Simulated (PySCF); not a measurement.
Argon: a sound run and one with changed settings

Sound run: Ar⁺ [Ne] 3s2 3p5, Ar²⁺ [Ne] 3s2 3p4. Computed with PySCF 2.14 in aug-cc-pV(D+d)Z (5s4p3d, 32 functions), with the non-relativistic Hamiltonian (point nucleus). In the sound run the correlated levels freeze [Ne]. The sound run starts from symmetry-adapted Hartree-Fock orbitals and uses a fine grid where one is needed.

A second run was set up differently.

```json
{"species": "Ar⁺", "method": "UHF", "sound run (hartree)": "-526.26171", "changed run (hartree)": "-520.72694", "converged": "yes"}
{"species": "Ar⁺", "method": "r2SCAN", "sound run (hartree)": "-526.91290", "changed run (hartree)": "-521.30654", "converged": "yes"}
{"species": "Ar⁺", "method": "B3LYP", "sound run (hartree)": "-526.96254", "changed run (hartree)": "-521.30825", "converged": "yes"}
{"species": "Ar⁺", "method": "MP2", "sound run (hartree)": "-526.38484", "changed run (hartree)": "-520.72694", "converged": "yes"}
{"species": "Ar²⁺", "method": "UHF", "sound run (hartree)": "-525.29165", "changed run (hartree)": "-519.70618", "converged": "yes"}
{"species": "Ar²⁺", "method": "r2SCAN", "sound run (hartree)": "-525.89495", "changed run (hartree)": "-520.23429", "converged": "yes"}
{"species": "Ar²⁺", "method": "B3LYP", "sound run (hartree)": "-525.94303", "changed run (hartree)": "-520.23596", "converged": "yes"}
{"species": "Ar²⁺", "method": "MP2", "sound run (hartree)": "-525.38741", "changed run (hartree)": "-519.70618", "converged": "yes"}
```

Ionisation energy of Ar⁺:

```tsv
method	sound run (eV)	changed run (eV)
UHF	26.397	27.776
r2SCAN	27.700	29.177
B3LYP	27.742	29.178
MP2	27.141	27.776
SCS-MP2	27.109	27.776
```

(1) What was changed?
A. minimal basis
B. too few SCF iterations
C. radial grid too coarse
D. basis contracted for another Hamiltonian

## Answers

(1) A. It used basis STO-3G. A minimal basis cannot let orbitals breathe on ionisation and holds almost no correlation.
